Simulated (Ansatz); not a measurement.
Gas-phase electronic energies from Ansatz, PBE0-D4/def2-TZVP geometries. CCSD(T)/CBS adds triple-zeta CCSD(T) − MP2 to the extrapolated MP2 energy (def2 sets, frozen cores). This one scheme is used for every species. DFT in def2-TZVPP. B3LYP here is the variant with VWN-RPA as its local correlation; programs differ in this. Open shells (•) are unrestricted, without spin–orbit coupling. For As outer-core shells are correlated without core-valence functions, which leaves a few kJ/mol of doubt a bond. Scalar relativity is left out up to krypton.

Reaction (homolysis of the As–Si bond): `C[AsH][SiH3]` → `C[AsH]`• + `[SiH3]`•

| level | ΔE (kcal/mol) | difference from CCSD(T)/CBS |
| --- | --- | --- |
| PBE0-D4 | 66.3 | -2.7 |
| B3LYP-D4 | 64.6 | -4.4 |
| B3LYP | 61.0 | -8.0 |
| LC-ωPBE | 63.0 | -6.0 |
| RPA@PBE/def2-TZVPP | 63.2 | -5.8 |
| MP2/def2-SVP | 63.0 | -6.0 |
| CCSD(T)/def2-SVP | 61.2 | -7.8 |
| HF/def2-QZVPP | 42.4 | -26.6 |
| MP2/def2-QZVPP | 69.9 | 0.9 |
| SCS-MP2/def2-QZVPP | 69.0 | 0.0 |
| CCSD(T)/CBS | 69.0 | 0 |

Largest T1 diagnostic among the species: 0.015.

At CCSD(T), def2-SVP lies −7.8 kcal/mol from the extrapolated value and def2-TZVPP −2.9 kcal/mol: correlation converges slowly with the basis, and small sets miss more of it in the bonded molecule than in its fragments. From BLYP to BHLYP (50 % exact exchange), in def2-TZVPP and without D4, ΔE moves by +1.5 kcal/mol. The D4 term adds +3.5 kcal/mol with B3LYP and +1.9 kcal/mol with PBE0; it sums over pairs of atoms, weighted by their polarisabilities, and B3LYP, whose exchange is more repulsive, gets the larger term.
